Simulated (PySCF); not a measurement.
Species: C4H8ClNSi.
InChI=1S/C4H8ClNSi/c5-7-4-2-1-3-6/h2-4,6H,1,7H2/b4-2-,6-3-

Method used: TDDFT CAM-B3LYP/def2-SVPD, vertical, gas phase, core orbitals frozen in the response in PySCF. Isolated species at its GFN2-xTB geometry (one conformer only). Torsions of this conformer, `[H]/[N:1]=[CH:2]\[CH2:3]/[CH:4]=[CH:5]\[SiH2:6][Cl:7]`: N1–C2–C3–C4 117°, C2–C3–C4–C5 102°, C4–C5–Si6–Cl7 -62°.

Computed singlets with f of 0.002 or more:

```csv
state,λ (nm),f
S1,244.3,0.018
S2,195.1,0.270
S3,194.6,0.038
S4,180.1,0.093
S5,172.8,0.0080
S6,171.9,0.0039
S7,163.4,0.052
S8,161.5,0.045
```

Task: Turn these into Einstein A coefficients, radiative lifetimes, transition dipoles and integrated cross-sections.

Result: For one non-degenerate pair of states in vacuum, A = 0.6670 f ν̃² s⁻¹ with ν̃ in cm⁻¹, τ = 1/A, |μ|² = 3f / (2ΔE) in atomic units, and the integrated cross-section is ∫σ dE = 109.76 f Mb·eV.

```
state  A (s⁻¹)       τ  |μ| (D)  ∫σ dE (Mb·eV)
   S1  2.0×10⁷   50 ns     0.96            1.9
   S2  4.7×10⁸  2.1 ns     3.35             30
   S3  6.7×10⁷   15 ns     1.26            4.2
   S4  1.9×10⁸  5.2 ns     1.89             10
   S5  1.8×10⁷   56 ns     0.54           0.88
   S6  8.8×10⁶  110 ns     0.38           0.43
   S7  1.3×10⁸  7.6 ns     1.35            5.8
   S8  1.2×10⁸  8.6 ns     1.25              5
```

These lifetimes count emission to the ground state at the vertical energy alone; relaxation of the geometry and all other decay channels are left out.

Task: What is the integrated cross-section of all computed states together?

Result: Σf = 0.529 over S1 to S8, so 109.76 × Σf ≈ 58 Mb·eV.

Task: How much energy does a mole of photons resonant with S2 carry?

Result: 6.356 eV × 96.485 = 613 kJ/mol (147 kcal/mol).

Task: Suppose S1 emitted 0.3 eV lower with the same transition dipole. How would A change?

Result: At fixed |μ|, A goes as the cube of the energy: (4.78/5.08)³ = 0.83, which makes τ about 61 ns.

The run took 70 s on one thread, Intel Xeon at 2.70 GHz (x86_64), shared host with 64 logical CPUs at a one-minute load of 63, and the process peaked at 0.98 GiB of memory.
